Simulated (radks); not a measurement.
Effect of the nuclear size on neutral potassium, [Ar] 4s1. Calculated with a radial shooting solver on a logarithmic mesh with Libxc functionals: Dirac Kohn-Sham, PBE, spin-unpolarised, spherical densities, finite nucleus; Fermi nuclear charge, rms radius 3.4349 fm. The rms radius is varied about that value; shifts are against it.

| rms radius (fm) | total energy shift (eV) | density at nucleus (e/bohr^3) | 1s1/2 shift (meV) | 2s1/2 shift (meV) |
|---|---|---|---|---|
| 2.8304 | -0.00758 | 5215 | -3.19 | -0.247 |
| 3.3284 | -0.00144 | 5196 | -0.606 | -0.047 |
| 3.4349 | 0 | 5192 | 0.000 | 0.000 |
| 3.6994 | 0.00377 | 5183 | 1.59 | 0.123 |
| 4.036 | 0.00895 | 5172 | 3.77 | 0.291 |

Slopes of the eigenvalues against <r^2> in GHz/fm^2, as finite differences over the two radii next to the reference (eigenvalue slopes, not the field-shift constants of lines): 1s1/2 203, 2s1/2 15.7.
